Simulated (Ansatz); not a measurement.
Isolated molecules relaxed with PBE0-D4/def2-TZVP in Ansatz; ΔE leaves out vibrations. CCSD(T)/CBS adds triple-zeta CCSD(T) − MP2 to the extrapolated MP2 energy (def2 sets, frozen cores). This one scheme is used for every species. Functionals use def2-TZVPP. B3LYP here is the variant with VWN-RPA as its local correlation; programs differ in this. HSE06 is defined as in plane-wave codes. One conformer a species, not always the lowest.

Consider the ligand exchange at the Si–O bond: `O[SiH](O)O[SiH3]` + H₂S → `[SiH3]S` + `O[SiH](O)O`.

`O[SiH](O)O[SiH3]`:

Z-matrix (Å, degrees):
```
Si
O 1 1.639
O 1 1.622 2 104.7
O 1 1.631 2 113.1 3 121.2
H 1 1.473 2 112.0 3 -120.7
H 2 0.958 1 118.0 3 -179.3
Si 3 1.640 1 142.8 2 -17.8
H 4 0.959 1 118.4 2 -65.3
H 7 1.485 3 110.6 1 -47.3
H 7 1.485 3 110.3 1 73.8
H 7 1.483 3 107.7 1 -167.0
```

H₂S:

Cartesian coordinates in Å:
```
S -0.424 0.167 -0.420
H 0.019 -1.015 0.033
H 0.405 0.848 0.386
```

`[SiH3]S`:

Cartesian coordinates in Å:
```
Si -0.243 -0.463 0.072
S 0.261 1.575 0.474
H -0.864 -0.619 -1.268
H -1.218 -0.828 1.127
H 0.947 -1.347 0.153
H 1.117 1.683 -0.557
```

`O[SiH](O)O`:

```xyz
8

O     0.681    0.030   -1.493
Si    0.054    0.338   -0.020
O     0.535   -0.703    1.153
O    -1.570    0.178   -0.088
H     0.349   -0.736   -1.965
H     0.498    1.711    0.290
H     1.457   -0.691    1.413
H    -2.004   -0.126    0.710
```

| level | ΔE (kJ/mol) | difference from CCSD(T)/CBS |
| --- | --- | --- |
| LDA (SPW92) | 34.8 | -14.8 |
| PBE-D4 | 33.6 | -16.0 |
| revPBE-D4 | 33.7 | -15.9 |
| BLYP-D4 | 49.8 | 0.2 |
| r2SCAN-D4 | 44.3 | -5.3 |
| B97M-V | 48.1 | -1.5 |
| PBE0-D4 | 38.3 | -11.3 |
| B3LYP-D4 | 52.7 | 3.1 |
| r2SCANh-D4 | 44.9 | -4.7 |
| r2SCAN0-D4 | 45.9 | -3.7 |
| HSE06-D4 | 38.0 | -11.6 |
| BHLYP-D4 | 59.5 | 9.9 |
| CAM-B3LYP-D4 | 57.0 | 7.4 |
| ωB97X-V | 48.6 | -1.0 |
| ωB97M-V | 48.3 | -1.3 |
| PBE-QIDH | 43.6 | -6.0 |
| PBE | 31.3 | -18.3 |
| revPBE | 29.9 | -19.7 |
| BLYP | 45.9 | -3.7 |
| r2SCAN | 43.3 | -6.3 |
| PBE0 | 36.1 | -13.5 |
| B3LYP | 49.3 | -0.3 |
| r2SCANh | 43.9 | -5.7 |
| r2SCAN0 | 44.8 | -4.8 |
| HSE06 | 35.8 | -13.8 |
| BHLYP | 56.4 | 6.8 |
| CAM-B3LYP | 54.6 | 5.0 |
| LC-ωPBE | 42.5 | -7.1 |
| RPA@PBE/def2-TZVPP | 55.3 | 5.7 |
| MP2/def2-SVP | 52.1 | 2.5 |
| CCSD/def2-SVP | 54.9 | 5.3 |
| CCSD(T)/def2-SVP | 53.5 | 3.9 |
| HF/def2-TZVPP | 65.5 | 15.9 |
| MP2/def2-TZVPP | 49.7 | 0.1 |
| CCSD/def2-TZVPP | 54.4 | 4.8 |
| CCSD(T)/def2-TZVPP | 51.7 | 2.1 |
| HF/def2-QZVPP | 68.0 | 18.4 |
| SCS-MP2/def2-QZVPP | 54.4 | 4.8 |
| HF/CBS(def2) | 68.3 | 18.7 |
| CCSD/CBS(def2) | 52.3 | 2.7 |
| CCSD(T)/CBS | 49.6 | 0 |

What do rigid-rotor, harmonic-oscillator terms from PBE0-D4/def2-TZVP frequencies (298.15 K, 1 bar) make of the CCSD(T)/CBS value? (An estimate is asked.)

The calculation gave: ΔZPE = +6.9 kJ/mol, ΔH = +53.9 kJ/mol, ΔS = -1 J/(mol·K), ΔG = +54.2 kJ/mol. Modes under 50 cm⁻¹ make the entropy rough.

Largest T1 diagnostic among the species: 0.011.

Leaving LDA and LC-ωPBE aside and taking each functional with its dispersion term where it has one, the values spread over 25.9 kJ/mol, from PBE-D4 to BHLYP-D4. LDA lies +3.5 kJ/mol from PBE without D4. From BLYP to BHLYP (50 % exact exchange), in def2-TZVPP and without D4, ΔE moves by +10.5 kJ/mol. In def2-TZVPP, CCSD(T) changes the Hartree–Fock value by −13.9 kJ/mol (the triples alone add −2.7 kJ/mol) and MP2 by −15.8 kJ/mol.

CCSD(T)/CBS has its own doubt, a few kJ/mol and more with outer-core shells, so smaller differences from it don't rank the levels.
